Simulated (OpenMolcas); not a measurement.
## Os4+: ligand-field states by method

Os4+ with its 6 nearest fluoride ions at 1.892 Å, on the Ge site of Cs2GeF6 (a = 9.021 Å, distance in the model lattice 1.804 Å). The rest of the host is ab initio model potentials to 7.6 Å and point charges beyond; the distance is set by hand and nothing relaxes. Ligand basis ANO-RCC-VDZP.
```
Os    0.0000    0.0000    0.0000
F     1.8920    0.0000    0.0000
F     0.0000    1.8920    0.0000
F    -1.8920    0.0000    0.0000
F     0.0000   -1.8920    0.0000
F     0.0000    0.0000    1.8920
F     0.0000    0.0000   -1.8920
```

```yaml
Program: OpenMolcas 26.06
Basis: ANO-RCC-VTZP [8s7p5d3f2g1h]
Scalar_Hamiltonian: DKH2, point nucleus
Active_space: 4 electrons in 5 orbitals (5d)
State_averaging: 2S+1 = 5 even, 5 roots; 2S+1 = 3 even, 45 roots; 2S+1 = 1 even, 50 roots
Spin-orbit_coupling: state interaction with AMFI integrals over the reference wave functions
```

I. CASSCF
II. SS-CASPT2, IPEA 0.25 Eh, imaginary shift 0.1 Eh (closed shells correlated: 5s 5p and the ligand valence shells)
III. SS-CASPT2, IPEA 0.25 Eh, sigma2 regulariser 0.3 Eh (closed shells correlated: 5s 5p and the ligand valence shells)

Spin-free states (labels of O, the rotations of Oh) in cm-1, each column counted from its own energy of the first state listed:

```json
{"State": "3T1", "Degeneracy": "3", "I": "0", "II": "0", "III": "0"}
{"State": "1T2", "Degeneracy": "3", "I": "8842", "II": "6440", "III": "6440"}
{"State": "1E", "Degeneracy": "2", "I": "9862", "II": "6690", "III": "6690"}
{"State": "1A1", "Degeneracy": "1", "I": "20600", "II": "15940", "III": "15940"}
{"State": "5E", "Degeneracy": "2", "I": "21267", "II": "25360", "III": "25360"}
{"State": "3E", "Degeneracy": "2", "I": "35938", "II": "35250", "III": "35250"}
{"State": "2S+1 = 3", "Degeneracy": "3", "I": "37124", "II": "36360", "III": "36370"}
{"State": "2S+1 = 3", "Degeneracy": "3", "I": "37906", "II": "36990", "III": "37000"}
```

From I to II, I's first state of the same spin (3E) moves from 35938 to 35250 cm-1, by about -690 cm-1.

From I to II, I's first state of another spin (1T2) moves from 8842 to 6440 cm-1, by about -2400 cm-1.

I: A least-squares ligand-field fit to the states below 45000 cm-1, each weighted by its degeneracy and with a free common offset, gives 10Dq = 38898 cm-1, B = 701 cm-1 and C = 2850 cm-1 (C/B = 4.07), with an rms deviation of 172 cm-1. The same method and metal basis give the free ion B = 872 cm-1 (fit to its terms below 60000 cm-1, rms deviation 26 cm-1), so the nephelauxetic ratio is β = 701 / 872 = 0.80; it hangs on how both fits weigh the states, and computed free-ion B values tend to be too large, so β mixes covalency with correlation.

χT at 300 K: I 0.21, II 0.19, III 0.19 cm3 K/mol.

The states above are spin-free; spin-orbit coupling is strong here and shifts and splits them by thousands of cm-1.

Roots that are degenerate in the reference are averaged as groups; the widest CASPT2 spread within a group is 700 cm-1 (the 3-fold group of multiplicity 3 near 90700 cm-1 above the lowest state of its run, II). Shifts and gaps below about the spread of the groups concerned are not significant. Over all roots computed the reference weight is 0.69 to 0.72 in II, 0.69 to 0.71 in III; a low but even weight reflects the number of correlated electrons. The least metal-like active orbital is 73 % on the metal (Löwdin) and no ligand orbital is active, so the numbers are rough. Ligand-to-metal charge-transfer states are missing. With no ligand orbital active B as a rule stays too high, so bands that hang on it stand too high and its fall with covalency is understated. Without dynamic correlation the repulsion within the d shell is too large (B by tens of per cent), so at a given field states of lower spin stand too high (holds for I). With metal d orbitals alone the field can be off either way by tens of per cent (holds for I). With one d shell and no ligand orbital active, 10Dq can be off by a tenth or more (holds for II; III). No measured value stands beside these numbers; the geometry was set by hand and not optimised.

A state without a sure symmetry label is named by its multiplicity alone.
